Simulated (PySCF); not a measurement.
# Al: excitation energy

Al [Ne] 3s2 3p1 (2P) → Al [Ne] 3s1 3p1 3d1 (high-spin determinant), as a difference of total energies. Calculation: PySCF 2.14, in aug-cc-pV(T+d)Z with one added diffuse shell each of s, p, d, f type (7s6p5d3f, 71 functions); the non-relativistic Hamiltonian (point nucleus). Correlated levels: valence: [Ne] frozen. The calculations carry no spin-orbit coupling.

```
           method  excitation energy (eV)
              UHF                   7.425
    MP2 (valence)                   8.255
SCS-MP2 (valence)                   8.493
   CCSD (valence)                   8.454
CCSD(T) (valence)                   8.428
```

Q: How much does correlation contribute at CCSD(T) (valence)?

A: 8.428 − (7.425) = 1.003 eV, measured against UHF.

The upper state lies above the first ionisation limit, but in LS coupling its spin forbids autoionisation to the ground ion.

The promoted electron is Rydberg-like, and one or two diffuse shells describe it only roughly, which tends to raise the upper state.

The coupled-cluster amplitudes are large for the upper state (T1 above 0.03 or a double amplitude above 0.15), so a single reference is strained.

The determinant of the upper state mixes LS terms, which raises its energy above the lowest term, most at the Hartree-Fock and MP2 levels.
